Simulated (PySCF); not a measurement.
A structure optimised at PBE-D3(BJ)/def2-SVP, used in a PySCF frequency run:

```xyz
10

C      3.1487    -0.6089    -1.0434
C      1.9127    -0.7382    -0.6178
C      0.6652    -0.8626    -0.2048
Cl     0.2081    -1.9731     1.0694
C     -0.4796    -0.0818    -0.7873
F     -0.1079     0.5569    -1.9238
Br    -1.1448     1.2603     0.5283
H      3.5416    -1.2243    -1.8723
H      3.8380     0.1244    -0.5879
H     -1.3603    -0.7296    -0.9744
```

Write its SMILES and formula.

C=C=C(Cl)[C@H](F)Br, C4H3BrClF

What are its rotational constants (standard atomic weights)?

1.8444, 0.93491, 0.71497 GHz
